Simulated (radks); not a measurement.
Values are calculated unless marked as measured or tabulated.
Problem. All-electron atom: Nd in [Xe] 4f4 6s2. Code: a radial shooting solver on a logarithmic mesh with Libxc functionals. Model: scalar-relativistic Kohn-Sham, LDA (Slater exchange, VWN5 correlation), spin-polarised, spherical densities, point nucleus; open shells are filled with parallel spins first (spin-orbit coupling, left out, can overturn this in heavy ions); hard spherical wall at 1.5 bohr. Some entries of the table are withheld. Estimate them.

orbital  occ.  eigenvalue (hartree)  <r^2> (bohr^2)
1s down     1             -1585.412       0.0007611
1s up       1             -1585.412       0.0007611
2s up       1             -250.2919         0.01206
2s down     1             -250.2907         0.01206
2p up       3             -222.9964        0.009647
2p down     3             -222.9957        0.009647
3s up       1             -49.03710         0.08202
3s down     1             -48.98835         0.08193
3p up       3             -40.44201         0.08225
3p down     3             -40.39354         0.08213
3d up       5             -28.43272         0.07015
3d down     5             -28.39436         0.07001
4s up       1              -5.60148          0.4444
4s down     1              -5.47136          0.4446
4p up       3              -2.89997          0.4993
4p down     3              -2.77125          0.4999
4d up       5               1.01446          0.5776
4d down     5               1.13975          0.5787
4f up       4               5.48835          0.6555
4f down     0               5.61137          0.6577
5s up       1               5.73898          0.9743
5s down     1               5.82838          0.9757
5p up       3               7.36889          0.9647
5p down     3               7.45652          0.9656
5d up       0               9.87996          0.9197
5d down     0               9.96709          0.9200
6s up       1                   (1)          0.9217
6s down     1                   (2)          0.9212
6p up       0              22.31233          0.9030
6p down     0              22.40211          0.9026
7s up       0              41.33999          0.8839
7s down     0              41.42939          0.8837

Solution. 
(1) 6s up eigenvalue (hartree): 20.58519
(2) 6s down eigenvalue (hartree): 20.67498
